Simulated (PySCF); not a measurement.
## Computed data sheet: `CCC#CC(N)=O`

C₅H₇NO.
Numbering: `[CH3:1][CH2:2][C:3]#[C:4][C:5]([NH2:6])=[O:7]` (hydrogens: H8, H9, H10 on C1; H11, H12 on C2; H13, H14 on N6)

Structure used (GFN2-xTB), in Å, numbered top down from 1:
```
atom  x, y, z in Å
C1    -1.9489    1.1426    0.8270
C2    -1.5288   -0.3221    0.9572
C3    -0.2697   -0.5806    0.2952
C4     0.7791   -0.7410   -0.2715
C5     2.0318   -1.0646   -0.9114
N6     2.6118    0.0025   -1.5207
O7     2.5189   -2.1729   -0.9073
H8    -2.0614    1.4152   -0.2201
H9    -2.8984    1.3032    1.3324
H10   -1.2021    1.7947    1.2747
H11   -1.4255   -0.5907    2.0126
H12   -2.2907   -0.9716    0.5163
H13    3.4914   -0.1292   -1.9909
H14    2.1918    0.9141   -1.5103
```

Among its groups: amide and alkyne.

From GFN2-xTB geometry:

- Point group of the GFN2-xTB geometry: Cs
- Rotational constants A, B, C of the GFN2-xTB geometry: 7.627, 1.122, 0.990 GHz

wB97X-D/def2-SVPD ground state and vertical TDDFT (core frozen in the response) (PySCF):

- Dipole moment: 4.57 D
- HOMO energy: -9.47 eV
- LUMO energy: 1.07 eV
- HOMO–LUMO gap: 10.54 eV
- Lowest singlet excitation: 5.04 eV (246 nm, f = 0.000)
- Strongest line among the 8 lowest singlet transitions: S4 at 6.83 eV (182 nm, f = 0.116)
- Lowest triplet excitation (Tamm–Dancoff): 4.65 eV
- Static isotropic polarisability: 73.1 au
- Electronic spatial extent ⟨r²⟩ about the centre of nuclear charge: 1140 bohr²

Monoisotopic mass from the formula: 97.0528 u.

The largest Löwdin shares of the HOMO are 0.51 on O7, 0.17 on C4, 0.16 on C3 and 0.06 on C5. No computed singlet falls in the visible range (750 to 380 nm, 1.65 to 3.26 eV); S1 lies 1.78 eV above its blue end. The dipole matches unit charges of opposite sign 0.95 Å apart (1 e·Å = 4.8032 D). The vertical singlet–triplet gap S1 − T1 is 0.39 eV (TDDFT singlet less Tamm–Dancoff triplet; S1: HOMO→LUMO, weight 0.95; T1: HOMO→LUMO, weight 0.92).

Isolated species at its GFN2-xTB geometry (one conformer only).
